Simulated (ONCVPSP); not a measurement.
## Ta, ONCV: configuration errors across variants

- Element: tantalum (Ta)
- Generator: ONCVPSP 4.0.1
- Type: optimised norm-conserving Vanderbilt (ONCV)
- Functional: revPBE
- Relativity: fully relativistic
- Frozen core: [Kr] 4d10 4f14
- Valence charge: 13
- Reference configuration: 5s2 5p6 5d3 6s1 6p1
- Partial waves: 5s+6s: rc 1.85 bohr, ncon 4, nbas 8, qcut 7.5 1/bohr, 2 projectors; 5p+6p: rc 2.45 bohr, ncon 5, nbas 9, qcut 4.3 1/bohr, 2 projectors; 5d: rc 2.90 bohr, ncon 5, nbas 10, qcut 4.9 1/bohr, 2 projectors, debl 2.5 Ha; f scattering state at 0.25 Ha: rc 3.10 bohr, ncon 3, nbas 6, qcut 3.6 1/bohr, 2 projectors, debl 0.9 Ha
- Local potential: polynomial inside 1.50 bohr (lpopt 5, dvloc0 2 Ha)
- Core correction: none

Open shells are filled in proportion to 2j + 1.

All-electron excitation energies from the reference (eV): (1) 5s2 5p6 5d3 6s2 6p0 -4.130; (2) 5s2 5p6 5d3 6s1 6p0 4.268; (3) 5s2 5p6 5d3 6s0 6p0 19.102; (4) 5s1 5p6 5d3 6s2 6p0 74.908.

3 further variants failed, have other tests or another functional or relativity, and are left out.

Errors AE − PS in meV (a dash: test not solved or not reliable):

```csv
change,(1),(2),(3),(4),bound ghosts,GHOST(+) flags above zero
base,+0.7,+1.2,+8.0,-384,none,"f7/2, f5/2"
f: rc 3.68,+0.7,+1.2,+8.0,-384,none,none
"core correction Teter function, fcfact 2.75, rcfact 1.25",+0.4,+1.2,+7.3,-441,none,"f7/2, f5/2"
d: qcut 3.1,-1.1,+1.9,-10,-555,none,"d5/2, f7/2, d3/2, f5/2"
d: nproj 3,+0.8,+1.2,+9.3,-384,none,"f7/2, f5/2"
```

Question: Give the same row for: local potential polynomial inside 1.25 bohr (lpopt 5, dvloc0 -1 Ha).

Answer: +0.7, +1.2, +8.5, -384; bound ghosts: none; GHOST(+) flags above zero: s, f7/2, p1/2, f5/2.
